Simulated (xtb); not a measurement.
1-methyl-2-(1-methylpyrrol-2-yl)pyrrole (C10H12N2), SMILES Cn1cccc1-c1cccn1C. All values are semi-empirical tight-binding results from xtb (GFN2-xTB unless named), good for trends rather than for accurate numbers. Coordinates come from a GFN2-xTB optimisation. Other conformers were not sampled.

Optimised geometry:

```xyz
24

C     -1.9976     1.5216     0.7090
N     -0.6667     1.6921     0.2014
C     -0.0436     2.8912     0.0667
C      1.2177     2.6835    -0.4232
C      1.3675     1.2982    -0.5924
C      0.1855     0.6992    -0.2015
C     -0.1855    -0.6992    -0.2015
C     -1.3675    -1.2982    -0.5924
C     -1.2177    -2.6835    -0.4232
C      0.0436    -2.8912     0.0667
N      0.6667    -1.6921     0.2014
C      1.9976    -1.5216     0.7090
H     -2.0887     0.5435     1.1809
H     -2.7390     1.5920    -0.0923
H     -2.2091     2.2981     1.4448
H     -0.5410     3.8041     0.3313
H      1.9506     3.4361    -0.6381
H      2.2300     0.7992    -0.9881
H     -2.2300    -0.7992    -0.9881
H     -1.9506    -3.4361    -0.6381
H      0.5410    -3.8041     0.3313
H      2.0887    -0.5435     1.1809
H      2.2091    -2.2981     1.4448
H      2.7390    -1.5920    -0.0923
```

Computed properties:
The point group as xtb finds it comes out as C2 and the orbital gap is 3.75 eV. The dipole moment is 1.67 D, the zero-point energy is 123.7 kcal/mol and the G − E(el) at 298.15 K (modified RRHO) is 101.1 kcal/mol. The static polarisability (D4 model) is 127.3 bohr³. The solvation energy, GFN2-xTB/ALPB(water) is -2.9 kcal/mol. The solvation energy, GFN2-xTB/ALPB(acetonitrile) is -8.3 kcal/mol.

Computed IR lines (harmonic; lines under 4 % of the strongest left out, lines within 3 cm⁻¹ merged):
ν (cm⁻¹): 758 (m), 807 (m), 976 (w), 1109 (w), 1333 (w), 1406 (m), 1425 (w), 1448 (vs), 1462 (m), 1466 (w), 1487 (w), 1503 (w), 1534 (w), 2953 (s), 3007 (s), 3016 (m), 3151 (m), 3161 (vs), 3171 (vs) (against the strongest line: vs over 80 %, s over 45 %, m over 15 %, w over 4 %, vw less)

**Question.** Give the atomic charges and the Wiberg bond orders between heavy atoms. (Estimate from the structure and the level; the computed values follow.)

**Answer.** charges (e) C1 -0.05, N2 -0.01, C3 -0.03, C4 -0.07, C5 -0.08, C6 0.01, C7 0.01, C8 -0.08, C9 -0.07, C10 -0.03, N11 -0.01, C12 -0.05, H13 0.06, H14 0.05, H15 0.05, H16 0.02, H17 0.02, H18 0.02, H19 0.02, H20 0.02, H21 0.02, H22 0.06, H23 0.05, H24 0.05. Bond orders C1–N2 1.01, N2–C3 1.23, C3–C4 1.53, C4–C5 1.35, N2–C6 1.19, C5–C6 1.47, C6–C7 1.07, C7–C8 1.47, C8–C9 1.35, C9–C10 1.53, C7–N11 1.19, C10–N11 1.23, N11–C12 1.01.
